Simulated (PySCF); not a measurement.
# ²⁹Si chemical shifts

- σ from GIAO-PBE0/pcSseg-1
- coordinates at the GFN2-xTB level
- run in PySCF
- fast rotation and ring inversion assumed for equivalent nuclei, one computed conformer, non-relativistic Hamiltonian, no solvent model

Shieldings were converted by a linear fit to measured shifts: ²⁹Si: δ = 279.94 − 0.822σ (rms 8.9 ppm, 72 shifts, 25.8 ppm with the 6 outliers that the fit left out vs TMS, solution or neat liquid). A few per cent of atoms miss by over 2 rms, more outside the fitted compound classes.

Problem. Give the ²⁹Si shifts of `C1=C(C2CC2)S[SiH2]1`, `C=C1[C@@H](O)[C@H]1[SiH2]C`, `O=C[SiH2]C1CCC1`.

Solution. 
| compound | environment | δ (ppm) |
| --- | --- | --- |
| C1=C(C2CC2)S[SiH2]1 | silicon bonded to C, S, 2 H, in a 4-membered ring | -39.3 |
| C=C1[C@@H](O)[C@H]1[SiH2]C | silicon bonded to 2 C, 2 H | -40.6 |
| O=C[SiH2]C1CCC1 | silicon bonded to 2 C, 2 H | -45.8 |

Problem. Order these by ²⁹Si shift, lowest first.
A. C=C[Si]1(O)SC=CS1
B. FC(F)O[C@@H](F)[SiH3]
C. C[C@H]1C=CO[SiH2]C1
D. ClC[SiH2]c1ccncn1
E. C[C@@H]1C[Si@@H](C)N1

Solution. B (-63.0 ppm, silicon bonded to C, 3 H), D (-45.4 ppm, silicon bonded to 2 C, 2 H), C (-22.7 ppm, silicon bonded to C, O, 2 H, in a 6-membered ring), E (-5.4 ppm, silicon bonded to 2 C, N, H, in a 4-membered ring), A (11.0 ppm, silicon bonded to C, O, 2 S, in a 5-membered ring).
